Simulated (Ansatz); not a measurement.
## An elementary step

Start structure (CH$_{6}$Sn, closed shell), relaxed at PBE0-D4/def2-TZVP:

```xyz
8
angstrom
Sn -0.6952 1.8294 0.4255
H -0.2184 -0.6690 0.0535
C 0.7810 -0.7623 -0.3916
H 0.9463 -1.8305 -0.5367
H -2.0975 1.1096 -0.3873
H -1.0928 0.9558 1.9167
H 1.5470 -0.3719 0.2774
H 0.8296 -0.2610 -1.3575
```

The step: SnH₂ + CH₄ → CH₄Sn ([CH2][SnH2]) + H₂; bonds formed: Sn1–C3, H2–H4; bonds broken: H2–C3, C3–H4. Ansatz 0.2.0; basis: def2-TZVPP and def2-QZVPP; cores frozen in the correlated methods. Filled d shells of the heavier atoms are correlated. Core potentials replace the inner electrons of the atoms past krypton. The def2 sets are not built for correlating such inner shells, so the correlated values are less sure here. Extrapolation: Hartree–Fock as exp(−7.88 √X), correlation as X^−2.97. Energies below are by CCSD(T) at an estimated basis limit (MP2 extrapolated from triple and quadruple zeta, plus CCSD(T) − MP2 in triple zeta).

Task: What are the electronic barrier and the energy of the step, from the start structure to the end structure? (An estimate is asked for; the value comes from the calculation.)

Result: Computed: Barrier 3.211 eV; step energy 1.961 eV (uphill); reverse barrier, their difference, 1.250 eV. Barrier and step energy count from the start structure, the reverse barrier from the end structure.

The saddle point: One imaginary mode of 882i cm⁻¹.
```json
{"pair": "Sn1–C3", "start (Å)": "3.09", "saddle (Å)": "2.16", "end (Å)": "1.95"}
{"pair": "H2–H4", "start (Å)": "1.75", "saddle (Å)": "0.89", "end (Å)": "0.75"}
{"pair": "H2–C3", "start (Å)": "1.10", "saddle (Å)": "1.31", "end (Å)": "2.99"}
{"pair": "C3–H4", "start (Å)": "1.09", "saddle (Å)": "1.77", "end (Å)": "3.73"}
```

Zero-point energy (harmonic, PBE0-D4): ZPE is 1.535 eV at the start and 1.360 eV at the saddle, so the barrier goes from 3.211 to 3.035 eV.

T1 diagnostic: at most 0.029. The T1 diagnostic is large here, which may signal multireference character or strong orbital relaxation, so CCSD(T) is less sure. The restricted Hartree–Fock reference is unstable towards an unrestricted one at one or more of these structures. The start structure is not quite a true minimum (one mode of 87i cm⁻¹).

Labels in which every atom is bracketed show which atoms are joined, not bond orders.

For scale, one of the runs: CCSD(T)/def2-TZVPP, 165 basis functions (an equivalent command: `ansatz run in.yaml --threads 2`). The run took 37 s on 2 CPU threads (shared host), with 1.5 GiB of host memory at its peak.
